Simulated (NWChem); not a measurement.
System: MgNH₂F; SMILES [NH2][Mg][F]

Output (shortened):

```
             Northwest Computational Chemistry Package (NWChem) 7.3.0
             --------------------------------------------------------

 C2V symmetry detected

                             Geometry "geometry" -> ""
                             -------------------------

 Output coordinates in angstroms (scale by  1.889725989 to convert to a.u.)

  No.       Tag          Charge          X              Y              Z
 ---- ---------------- ---------- -------------- -------------- --------------
    1 Mg                  12.0000     0.00000000     0.00000000    -0.08257753
    2 F                    9.0000     0.00000000     0.00000000    -1.82631728
    3 N                    7.0000     0.00000000     0.00000000     1.80368229
    4 H                    1.0000     0.00000000    -0.81929805     2.40100494
    5 H                    1.0000     0.00000000     0.81929805     2.40100494

 Effective nuclear repulsion energy (a.u.)      80.2227632991

      Symmetry information
      --------------------

 Group name             C2v
 Group number             16
 Group order               4
 No. of unique centers     4

                                 NWChem DFT Module
                                 -----------------

 Summary of "ao basis" -> "ao basis" (spherical)
 ------------------------------------------------------------------------------
       Tag                 Description            Shells   Functions and Types
 ---------------- ------------------------------  ------  ---------------------
 Mg                        def2-tzvpp               12       32   5s4p3d
 F                         def2-tzvpp               11       31   5s3p2d1f
 N                         def2-tzvpp               11       31   5s3p2d1f
 H                         def2-tzvpp                6       14   3s2p1d

      Symmetry analysis of basis
      --------------------------

        a1         53
        a2         13
        b1         25
        b2         31

            General Information
            -------------------
          SCF calculation type: DFT
          Wavefunction type:  closed shell.
          No. of atoms     :     5
          No. of electrons :    30
           Alpha electrons :    15
            Beta electrons :    15
          Charge           :     0
          Spin multiplicity:     1
          Use of symmetry is: on ; symmetry adaption is: on
          Maximum number of iterations: 150
          AO basis - number of functions:   122
                     number of shells:    46
          Convergence on energy requested:  1.00D-06
          Convergence on density requested:  1.00D-05
          Convergence on gradient requested:  5.00D-04

              XC Information
              --------------
                         B3LYP Method XC Potential
                     Hartree-Fock (Exact) Exchange  0.200
                        Slater Exchange Functional  0.800 local
                    Becke 1988 Exchange Functional  0.720 non-local
              Lee-Yang-Parr Correlation Functional  0.810
                  VWN I RPA Correlation Functional  0.190 local

             Grid Information
             ----------------
          Grid used for XC integration:  medium
          Radial quadrature: Mura-Knowles
          Angular quadrature: Lebedev.
          Tag              B.-S. Rad. Rad. Pts. Rad. Cut. Ang. Pts.
          ---              ---------- --------- --------- ---------
          Mg                  1.50       88           9.0       590
          F                   0.50       49          11.0       434
          N                   0.65       49           9.0       434
          H                   0.35       45          11.0       434
          Grid pruning is: on
          Number of quadrature shells:   231
          Spatial weights used:  Erf1

      Superposition of Atomic Density Guess
      -------------------------------------

 Sum of atomic energies:        -354.33587977

      Non-variational initial energy
      ------------------------------

 Total energy =    -354.655650
 1-e energy   =    -652.422821
 2-e energy   =     217.544408
 HOMO         =      -0.343948
 LUMO         =      -0.111143

      Symmetry analysis of molecular orbitals - initial
      -------------------------------------------------

  Numbering of irreducible representations:

     1 a1          2 a2          3 b1          4 b2

  Orbital symmetries:

     1 a1          2 a1          3 a1          4 a1          5 a1
     6 b2          7 b1          8 a1          9 a1         10 a1
    11 b2         12 b1         13 b2         14 a1         15 b1
    16 a1         17 b2         18 b1         19 a1         20 b2
    21 a1         22 a1         23 a2         24 a1         25 b1

     ---------------------------------------------
      Total Density - Mulliken Population Analysis
     ---------------------------------------------

    Atom       Charge   Shell Charges
 -----------   ------   -------------------------------------------------------
    1 Mg  12    10.63   2.00  0.71  1.28  0.34  0.04  5.12  0.89  0.09  0.04  0.00  0.09  0.03
    2 F    9     9.80   0.77  1.20  0.62  1.03  0.33  2.44  2.42  0.99  0.00  0.00  0.00
    3 N    7     8.09   0.82  1.16  0.57  0.83  0.19  1.68  1.93  0.91  0.00  0.00  0.00
    4 H    1     0.74   0.22  0.37  0.08  0.02  0.05  0.01
    5 H    1     0.74   0.22  0.37  0.08  0.02  0.05  0.01

   convergence    iter        energy       DeltaE   RMS-Dens  Diis-err
 ---------------- ----- ----------------- --------- --------- ---------
 d= 0,ls=0.0,diis     1   -355.9430106024 -4.36D+02  9.89D-03  1.12D+00
 d= 0,ls=0.0,diis     2   -355.6976409819  2.45D-01  6.05D-03  4.13D+00
 d= 0,ls=0.0,diis     3   -356.0574491564 -3.60D-01  8.00D-04  2.19D-02
 d= 0,ls=0.0,diis     4   -356.0564753590  9.74D-04  5.17D-04  2.71D-02
 d= 0,ls=0.0,diis     5   -356.0591151252 -2.64D-03  5.23D-05  2.33D-04
  Resetting Diis
 d= 0,ls=0.0,diis     6   -356.0591358433 -2.07D-05  9.39D-06  3.87D-06
 d= 0,ls=0.0,diis     7   -356.0591361958 -3.53D-07  3.07D-06  1.41D-07

         Total DFT energy =     -356.059136195788
      One electron energy =     -655.798144103695
           Coulomb energy =      254.290745028182
    Exchange-Corr. energy =      -34.774500419389
 Nuclear repulsion energy =       80.222763299114

 Numeric. integr. density =       29.999997577921

                  Occupations of the irreducible representations
                  ----------------------------------------------

                     irrep           alpha         beta
                     --------     --------     --------
                     a1                9.0          9.0
                     a2                0.0          0.0
                     b1                3.0          3.0
                     b2                3.0          3.0

                       DFT Final Molecular Orbital Analysis
                       ------------------------------------

 Vector   13  Occ=2.000000D+00  E=-3.530526D-01  Symmetry=b1
              MO Center=  1.3D-14, -2.0D-17, -1.8D+00, r^2= 6.1D-01
   Bfn.  Coefficient  Atom+Function         Bfn.  Coefficient  Atom+Function
  ----- ------------  ---------------      ----- ------------  ---------------
    38      0.484267  2 F  px                41      0.387684  2 F  px
    44      0.292995  2 F  px                12      0.053042  1 Mg px
     6     -0.044354  1 Mg px                31      0.043036  1 Mg d  1
    15      0.041825  1 Mg px                26      0.040748  1 Mg d  1

 Vector   14  Occ=2.000000D+00  E=-3.490426D-01  Symmetry=a1
              MO Center= -1.4D-14, -1.7D-15,  1.0D+00, r^2= 2.6D+00
   Bfn.  Coefficient  Atom+Function         Bfn.  Coefficient  Atom+Function
  ----- ------------  ---------------      ----- ------------  ---------------
    71      0.332673  3 N  pz                74      0.262787  3 N  pz
    40      0.206081  2 F  pz                67     -0.178044  3 N  s
    43      0.170607  2 F  pz                77      0.156703  3 N  pz
    68     -0.153344  3 N  s                  4     -0.141575  1 Mg s
     8      0.142100  1 Mg pz                96      0.124496  4 H  s

 Vector   15  Occ=2.000000D+00  E=-2.336172D-01  Symmetry=b1
              MO Center=  9.2D-17, -1.4D-16,  1.7D+00, r^2= 1.2D+00
   Bfn.  Coefficient  Atom+Function         Bfn.  Coefficient  Atom+Function
  ----- ------------  ---------------      ----- ------------  ---------------
    69      0.405391  3 N  px                72      0.334778  3 N  px
    75      0.330665  3 N  px                15      0.098344  1 Mg px
    12      0.063547  1 Mg px                31     -0.059209  1 Mg d  1
     6     -0.054089  1 Mg px                26     -0.039200  1 Mg d  1
   101      0.030037  4 H  px               115      0.030037  5 H  px

 Vector   16  Occ=0.000000D+00  E=-5.714275D-02  Symmetry=a1
              MO Center= -1.0D-15,  5.3D-15,  6.6D-02, r^2= 5.7D+00
   Bfn.  Coefficient  Atom+Function         Bfn.  Coefficient  Atom+Function
  ----- ------------  ---------------      ----- ------------  ---------------
     5      0.879224  1 Mg s                 68     -0.466720  3 N  s
     4      0.259115  1 Mg s                  3     -0.173400  1 Mg s
    97      0.150966  4 H  s                111      0.150966  5 H  s
    67     -0.140374  3 N  s                 66     -0.118121  3 N  s
    25     -0.108630  1 Mg d  0              37     -0.108140  2 F  s

[...]
```

Level: B3LYP/def2-TZVPP. All runs use the structure optimised with B3LYP/6-31G* (spherical d).

Q: Write an input that gives this output.

A: Several could match; the one computed here: the input that was run:
```
start job
memory heap 200 mb stack 900 mb global 1100 mb
geometry units angstroms noautoz
  Mg    -0.139764     0.313033    -0.000281
  F      0.232554     2.016561    -0.000450
  N     -0.543173    -1.529584    -0.000111
  H     -0.659803    -2.115534    -0.819322
  H     -0.680276    -2.111024     0.819140
end
basis spherical
  Mg library def2-tzvpp
  F library def2-tzvpp
  N library def2-tzvpp
  H library def2-tzvpp
end
dft
  xc b3lyp
  iterations 150
  mulliken
end
task dft energy
```
